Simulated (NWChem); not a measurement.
Species: CBrCl$_{2}$F; SMILES FC(Cl)(Cl)Br

This build's default masses of Se (78.918 u) and Br (79.917 u) are each other's, which moves their modes by up to 0.6 %.

### Question
Give the equilibrium geometry at PBE0/def2-SVP (NWChem) as a Z-matrix, with the point group.

### Answer
point group Cs; any orientation.
```
C
F 1 1.3257
Cl 1 1.7635 2 108.85
Cl 1 1.7635 2 108.85 3 -120.51
Br 1 1.9442 2 108.13 3 119.74
```
